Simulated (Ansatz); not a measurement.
`O[Si](F)(F)[SiH3]` from Hartree–Fock to CCSD(T)

```xyz
9

O     0.7180   -1.4106    1.0999
Si    0.6079   -0.5522   -0.2708
F     2.0308    0.0503   -0.6545
F     0.2419   -1.5104   -1.4884
Si   -0.9821    1.1274   -0.0035
H     1.3300   -2.1466    1.1657
H    -1.0815    1.9064   -1.2639
H    -0.5680    2.0227    1.1061
H    -2.2970    0.5129    0.3093
```

Total charge 0; spin multiplicity 1. All single points use the PBE0-D4/def2-TZVP geometry. It is one conformer, not always the lowest. Frozen core, restricted reference, Ansatz 0.2.0. CBS rows extrapolate triple and quadruple zeta.

| basis | HF (Eh) | MP2 corr. |
| --- | --- | --- |
| def2-SVP | -853.70261 | -0.74552 |
| def2-TZVPP | -854.28390 | -0.97697 |
| def2-QZVPP | -854.31601 | -1.06515 |
| cc-pV(D+d)Z | -854.13173 | -0.75192 |
| cc-pV(T+d)Z | -854.27661 | -0.98142 |
| cc-pV(Q+d)Z | -854.31045 | -1.06775 |

Task: Estimate the CCSD correlation energy and the (T) correction in each basis where they were run (hartree).

Result: 
```tsv
basis	CCSD corr.	(T)
def2-SVP	-0.78235	-0.01415
def2-TZVPP	-1.00768	-0.03111
def2-QZVPP	-1.08671	-0.03684
CBS(def2)	-1.14524	-0.04108
cc-pV(D+d)Z	-0.78873	-0.01504
cc-pV(T+d)Z	-1.01054	-0.03161
cc-pV(Q+d)Z	-1.08932	-0.03679
CBS(cc)	-1.14541	-0.04048
```
